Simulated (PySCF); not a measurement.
## C5H9OS: g tensor and hyperfine couplings

C₅H₉OS (doublet state).
Atom-mapped SMILES: `[CH3:1][CH:2][S:3][CH2:4][CH2:5][CH:6]=[O:7]` (hydrogens: H8, H9, H10 on C1; H11 on C2; H12, H13 on C4; H14, H15 on C5; H16 on C6)

Structure used (GFN2-xTB), in Å, numbered top down from 1:
```xyz
16
C5H9OS angstrom
C      2.6316   -0.1308    0.6309
C      2.0354   -0.9148   -0.4790
S      0.5202   -0.5388   -1.1859
C     -0.4770   -0.0074    0.2622
C     -1.9178    0.2005   -0.1704
C     -2.7947    0.6399    0.9666
O     -2.4270    0.8667    2.0837
H      3.6244   -0.5138    0.8538
H      2.7245    0.9317    0.3776
H      2.0292   -0.1944    1.5390
H      2.6764   -1.4470   -1.1587
H     -0.0570    0.9185    0.6532
H     -0.4083   -0.7872    1.0201
H     -2.3325   -0.7189   -0.5927
H     -1.9753    0.9605   -0.9554
H     -3.8597    0.7443    0.6786
```

The hyperfine couplings belong to this conformer and change with its torsions.

Theory: UKS B3LYP, pcH-1 on C H O S, non-relativistic, mean-field spin-orbit, GIAO in PySCF 2.14.0. The structure is a single GFN2-xTB conformer in the gas phase; no vibrational or solvent corrections. A GFN2-xTB geometry isn't a minimum of the functional, and hyperfine couplings can be far from their values at a DFT geometry. Stability of the SCF solution: not tested.

```json
{
 "g1, g2, g3": "2.00182, 2.00387, 2.00745",
 "g_iso": "2.00438",
 "Form of g": "rhombic: the two nearest values differ by 36 % of g3 − g1",
 "⟨S²⟩": "0.7545 (exact 0.7500)",
 "α and β electrons": "32, 31",
 "HOMO–LUMO gap, α and β orbitals": "3.63, 5.53 eV",
 "Total energy": "-669.32915 Eh"
}
```

Hyperfine couplings atom by atom, in mT; T1 to T3 are the principal values of the dipolar part; ρ(0) is the spin density at the nucleus (MHz turned into mT with g_iso):

```json
{"atom": "C1", "isotope": "13C", "a_iso": "-0.49", "of which spin–orbit": "0.00", "T1": "-0.09", "T2": "-0.04", "T3": "0.13", "Mulliken spin population": "-0.06", "ρ(0) (bohr⁻³)": "-0.0123"}
{"atom": "C2", "isotope": "13C", "a_iso": "4.53", "of which spin–orbit": "0.01", "T1": "-2.52", "T2": "-2.47", "T3": "4.99", "Mulliken spin population": "0.84", "ρ(0) (bohr⁻³)": "0.1129"}
{"atom": "S3", "isotope": "33S", "a_iso": "0.15", "of which spin–orbit": "-0.01", "T1": "-0.77", "T2": "-0.64", "T3": "1.41", "Mulliken spin population": "0.15", "ρ(0) (bohr⁻³)": "0.0132"}
{"atom": "C4", "isotope": "13C", "a_iso": "0.44", "of which spin–orbit": "0.00", "T1": "-0.07", "T2": "-0.05", "T3": "0.13", "Mulliken spin population": "0.01", "ρ(0) (bohr⁻³)": "0.0109"}
{"atom": "C5", "isotope": "13C", "a_iso": "-0.03", "of which spin–orbit": "0.00", "T1": "-0.02", "T2": "-0.01", "T3": "0.03", "Mulliken spin population": "0.00", "ρ(0) (bohr⁻³)": "-0.0007"}
{"atom": "C6", "isotope": "13C", "a_iso": "0.00", "of which spin–orbit": "0.00", "T1": "-0.01", "T2": "0.00", "T3": "0.01", "Mulliken spin population": "0.00", "ρ(0) (bohr⁻³)": "0.0001"}
{"atom": "O7", "isotope": "17O", "a_iso": "-0.01", "of which spin–orbit": "0.00", "T1": "-0.02", "T2": "0.01", "T3": "0.01", "Mulliken spin population": "0.00", "ρ(0) (bohr⁻³)": "0.0004"}
{"atom": "H8", "isotope": "1H", "a_iso": "0.10", "of which spin–orbit": "0.00", "T1": "-0.18", "T2": "-0.13", "T3": "0.31", "Mulliken spin population": "0.00", "ρ(0) (bohr⁻³)": "0.0006"}
{"atom": "H9", "isotope": "1H", "a_iso": "4.02", "of which spin–orbit": "0.00", "T1": "-0.16", "T2": "-0.09", "T3": "0.24", "Mulliken spin population": "0.06", "ρ(0) (bohr⁻³)": "0.0252"}
{"atom": "H10", "isotope": "1H", "a_iso": "2.37", "of which spin–orbit": "0.00", "T1": "-0.17", "T2": "-0.16", "T3": "0.33", "Mulliken spin population": "0.02", "ρ(0) (bohr⁻³)": "0.0149"}
{"atom": "H11", "isotope": "1H", "a_iso": "-1.85", "of which spin–orbit": "0.00", "T1": "-1.17", "T2": "-0.07", "T3": "1.24", "Mulliken spin population": "-0.04", "ρ(0) (bohr⁻³)": "-0.0116"}
{"atom": "H12", "isotope": "1H", "a_iso": "0.23", "of which spin–orbit": "0.00", "T1": "-0.10", "T2": "-0.07", "T3": "0.16", "Mulliken spin population": "0.00", "ρ(0) (bohr⁻³)": "0.0014"}
{"atom": "H13", "isotope": "1H", "a_iso": "0.42", "of which spin–orbit": "0.00", "T1": "-0.12", "T2": "-0.07", "T3": "0.19", "Mulliken spin population": "0.01", "ρ(0) (bohr⁻³)": "0.0026"}
{"atom": "H14", "isotope": "1H", "a_iso": "-0.01", "of which spin–orbit": "0.00", "T1": "-0.05", "T2": "-0.04", "T3": "0.09", "Mulliken spin population": "0.00", "ρ(0) (bohr⁻³)": "0.0000"}
{"atom": "H15", "isotope": "1H", "a_iso": "-0.02", "of which spin–orbit": "0.00", "T1": "-0.06", "T2": "-0.04", "T3": "0.09", "Mulliken spin population": "0.00", "ρ(0) (bohr⁻³)": "-0.0001"}
{"atom": "H16", "isotope": "1H", "a_iso": "0.00", "of which spin–orbit": "0.00", "T1": "-0.02", "T2": "-0.01", "T3": "0.03", "Mulliken spin population": "0.00", "ρ(0) (bohr⁻³)": "0.0000"}
```

The largest Mulliken spin populations are on C2 (+0.84), S3 (+0.15) and C1 (-0.06). The angles at C2 add up to 354.9°, so it is nearly planar; its axial dipolar tensor and the negative coupling of its proton fit spin in a p orbital normal to that plane.

Axes: g3 points within 7° of the S3–C4 bond.

Under fast tumbling the dipolar parts average out, and these isotropic splittings remain: 3 × 1H (H8/H9/H10, I = 1/2, 4 lines) with 2.16 mT, 1 × 1H (H11, I = 1/2, 2 lines) with 1.85 mT and 2 × 1H (H12/H13, I = 1/2, 3 lines) with 0.32 mT.

Class means assume fast exchange of nuclei equivalent by connectivity; if that motion is slow, each nucleus keeps its own coupling. The three 1H nuclei of mean +60.7 MHz run from 2.8 to 112.7 MHz in the frozen geometry. The 1H value of +9.0 MHz is a mean of couplings from 6.3 to 11.7 MHz in this one geometry, not an average over conformers.

The 13C coupling of C2 (127.2 MHz) shows only in satellite lines or after enrichment, since that isotope makes up about 1.07 % of natural carbon.

The spin density at the nucleus, in bohr⁻³, is negative for C1 (-0.0123) and H11 (-0.0116), for instance. A restricted open-shell determinant has no negative spin density anywhere; here it arises because α and β orbitals differ (spin polarisation).
